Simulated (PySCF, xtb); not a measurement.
GeH4OTe, SMILES [Te]([GeH3])O. Other conformers were not sampled.

Harmonic wavenumbers (cm⁻¹) from GFN2-xTB (xtb) at its own minimum, in rising order: 50, 114, 207, 255, 425, 444, 526, 783, 849, 876, 942, 1913, 1999, 2027, 3621.

Question: What does PBE-D3(BJ)/def2-SVP in PySCF 2.14.0 give at its own minimum? (An estimate is asked for; the answer gives what the named calculation found.)

Answer: 95, 99, 225, 340, 462, 485, 556, 765, 830, 848, 985, 2060, 2080, 2088, 3675. Paired by order, the mean absolute difference is 48 cm⁻¹ and the zero-point energies are 21.5 and 22.3 kcal/mol.
